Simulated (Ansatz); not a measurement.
Task: Name a neutral molecule of Cl, In, O, S and H with HOMO energy (PBE/def2-TZVPP) between -6.90 and -6.60 eV and LUMO energy (B3LYP/def2-TZVPP) between -2.50 and -2.20 eV (Ansatz, PBE0-D4/def2-TZVP geometry).

Result: `[OH][In]([SH])[Cl]` (-6.84 eV, -2.44 eV). Other molecules can fit too; these were computed, each in one conformer that needn't be the lowest.

B3LYP here is the variant with VWN-RPA as its local correlation; programs differ in this.
